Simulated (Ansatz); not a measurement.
Computed with Ansatz on PBE0-D4/def2-TZVP structures; ΔE is electronic, products minus reactants. CCSD(T)/CBS is the MP2 limit (def2-TZVPP, def2-QZVPP) plus CCSD(T) − MP2 in def2-TZVPP, frozen cores. This one scheme is used for every species. DFT in def2-TZVPP. For Ge outer-core shells are correlated without core-valence functions, which leaves a few kJ/mol of doubt a bond. Scalar relativity is left out up to krypton. Each species was taken in one conformer, which may not be the lowest.

Consider the ligand exchange at a Ge–C bond: `[GeH3][CH]1O[SiH2]O1` + `OB(O)O` → `OB(O)[O][GeH3]` + `C1O[SiH2]O1`.

```
               species  PBE0 energy (Eh)
`[GeH3][CH]1O[SiH2]O1`       -2558.17855
              `OB(O)O`        -252.33549
      `OB(O)[O][GeH3]`       -2330.28407
         `C1O[SiH2]O1`        -480.25071
```

(1) Work out ΔE.

Largest T1 diagnostic among the species: 0.013.

Answers

(1) ΔE = (-2330.28407) + (-480.25071) − (-2558.17855) − (-252.33549) = -0.02074 Eh = -0.56 eV. CCSD(T)/CBS gives -0.58 eV.

In def2-TZVPP, CCSD(T) changes the Hartree–Fock value by +0.24 eV (the triples alone add +0.03 eV) and MP2 by +0.23 eV. From PBE to PBE0 (25 % exact exchange), in def2-TZVPP and without D4, ΔE moves by −0.06 eV. The D4 term adds +0.03 eV with B3LYP and +0.02 eV with PBE0; it sums over pairs of atoms, weighted by their polarisabilities, and B3LYP, whose exchange is more repulsive, gets the larger term.

B3LYP here is the variant with VWN-RPA as its local correlation; programs differ in this.
